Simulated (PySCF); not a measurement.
cis-PtH2(PF3)2 (singlet state).
Bonds: Pt1–P4, Pt1–P8, P4–F5, P4–F6, P4–F7, P8–F9, P8–F10, P8–F11. Hydrogens: H2, H3 on Pt1.

Method used: PBE0-D3(BJ)/def2-SVP geometry optimisation, gas phase, def2 core potentials past Kr (PySCF).

(1) What internal coordinates does the optimisation give?

## Answers

(1) 
```tsv
bond	length (bohr)
Pt1–H2, Pt1–H3	3.031
Pt1–P4, Pt1–P8	4.250
P4–F5 and 5 like bonds	2.983
```

Bonds in one row agree within 0.02 bohr and their mean is given. A selection of angles:
```tsv
angle	degrees
H2–Pt1–H3	78.0
H2–Pt1–P4	164.5
H2–Pt1–P8	87.2
H3–Pt1–P8	165.1
P4–Pt1–P8	108.3
Pt1–P4–F5	116.3
Pt1–P4–F6	123.5
Pt1–P4–F7	116.8
F5–P4–F6	98.3
F5–P4–F7	99.2
```

Torsions: P8–Pt1–P4–F5 121° (anticlinal); P4–Pt1–P8–F9 12° (synperiplanar). The mirror-image conformer, all signs reversed, is as good.

P4 (phosphorus bonded to 3 F and Pt) is distorted tetrahedral (angles from 98.3° to 123.5°). Pt1 (platinum bonded to 2 P and 2 H) has angles from 78.0° to 165.1°.

PBE0-D3(BJ)/def2-SVP frequencies: not computed here.
